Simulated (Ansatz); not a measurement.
A run on C$_{2}$H$_{8}$ClFO$_{4}$W (`C[O][W]([OH])([OH])([F])([Cl])[O]C`) with other settings.

```yaml
crystal:
  periodic: [false, false, false]
  atoms:
    - {symbol: C, position_ang: [-0.884621, -1.570843, 2.086897]}
    - {symbol: O, position_ang: [-0.725452, -0.833239, 1.031540]}
    - {symbol: W, position_ang: [0.480161, 0.014655, -0.208693]}
    - {symbol: O, position_ang: [0.628235, -1.773394, -0.476001]}
    - {symbol: O, position_ang: [1.902564, 0.677324, -1.259839]}
    - {symbol: F, position_ang: [0.116182, 1.878777, 0.439043]}
    - {symbol: Cl, position_ang: [1.915267, 0.236385, 1.964821]}
    - {symbol: O, position_ang: [-0.673880, 0.710336, -1.554378]}
    - {symbol: C, position_ang: [-0.830908, 1.751875, -2.135982]}
    - {symbol: H, position_ang: [-0.996086, -2.476615, 1.827628]}
    - {symbol: H, position_ang: [-0.539273, -1.492037, 3.035760]}
    - {symbol: H, position_ang: [-2.346139, -1.549150, 2.545416]}
    - {symbol: H, position_ang: [1.504076, -1.770920, -1.137414]}
    - {symbol: H, position_ang: [2.702024, 0.410770, -0.245513]}
    - {symbol: H, position_ang: [-1.635895, 1.596503, -2.656815]}
    - {symbol: H, position_ang: [-1.042336, 2.431002, -1.108609]}
    - {symbol: H, position_ang: [0.164212, 1.988076, -2.980732]}
basis:
  gaussian: {orbitals: def2-TZVPP}
hamiltonian: {xc: {name: rPW86-PBE}}
output: {forces: true}
```

```sh
$ ansatz run in.yaml --threads 4 --pin off --events-out ev --progress --plain --max-ram 46080MiB --backend cuda --devices 0, --max-vram 37GiB
```

Output, abridged:

```
Functional definition: rPW86-PBE
2221 factors; their error is unknown
mean field evaluation 1: about -27459.5170 eV, gradient 1.5e2 eV
mean field evaluation 2: about -27016.2570 eV, gradient 4.5e2 eV
mean field evaluation 4: about -27445.5647 eV, gradient 1.7e2 eV
mean field evaluation 8: about -27501.6665 eV, gradient 8.5e0 eV
mean field evaluation 16: about -27501.7841 eV, gradient 6.9e-2 eV
mean field -27501.78414129 eV, -1010.6719258135 hartree, gradient 6.3e-5 eV, S^2 0.000000; 0 other end points of the search recorded, 0 dependent functions left out
reference -27501.78428913 eV, -1010.6719312467 hartree; 46, 46 occupied and 381, 381 virtual orbitals, 2221 factors
Total energy: -27501.78428913 eV, -1010.6719312467 hartree
Atom 0 at    -0.884621    -1.570843     2.086897 Å, force    -5.975384     2.923468     1.590855 eV/Å
Atom 1 at    -0.725452    -0.833239     1.031540 Å, force     0.441891     3.746040    -0.857098 eV/Å
Atom 2 at     0.480161     0.014655    -0.208693 Å, force    -2.908337     5.821358     2.710145 eV/Å
Atom 3 at     0.628235    -1.773394    -0.476001 Å, force     4.774955    -3.549777    -4.086748 eV/Å
Atom 4 at     1.902564     0.677324    -1.259839 Å, force     3.437534    -1.722555     3.549473 eV/Å
Atom 5 at     0.116182     1.878777     0.439043 Å, force    -0.165598    -0.670171     0.100564 eV/Å
Atom 6 at     1.915267     0.236385     1.964821 Å, force     0.174456    -0.468115    -1.571694 eV/Å
Atom 7 at    -0.673880     0.710336    -1.554378 Å, force     3.238297   -12.471050     5.528295 eV/Å
Atom 8 at    -0.830908     1.751875    -2.135982 Å, force     3.599415    10.120455    -1.126737 eV/Å
Atom 9 at    -0.996086    -2.476615     1.827628 Å, force    -0.172085    -7.226376    -1.779903 eV/Å
Atom 10 at    -0.539273    -1.492037     3.035760 Å, force     2.123912     1.409005     2.570416 eV/Å
Atom 11 at    -2.346139    -1.549150     2.545416 Å, force     2.889144     0.364681    -0.995548 eV/Å
Atom 12 at     1.504076    -1.770920    -1.137414 Å, force    -2.639877    -0.858424     1.691251 eV/Å
Atom 13 at     2.702024     0.410770    -0.245513 Å, force    -2.200868     1.182449    -2.912829 eV/Å
Atom 14 at    -1.635895     1.596503    -2.656815 Å, force    -4.964025     0.651153    -3.805737 eV/Å
Atom 15 at    -1.042336     2.431002    -1.108609 Å, force     0.701264     0.601394    -2.951786 eV/Å
Atom 16 at     0.164212     1.988076    -2.980732 Å, force    -2.354692     0.146466     2.347081 eV/Å
Dipole moment:    -0.042338    -0.548411    -0.596909 e Å
```

Hardware: 4 threads of an AMD EPYC 7R13 on a shared host and a share of an NVIDIA H100 80 GB. Wall time 3.7 s, peak host memory 1.1 GiB.
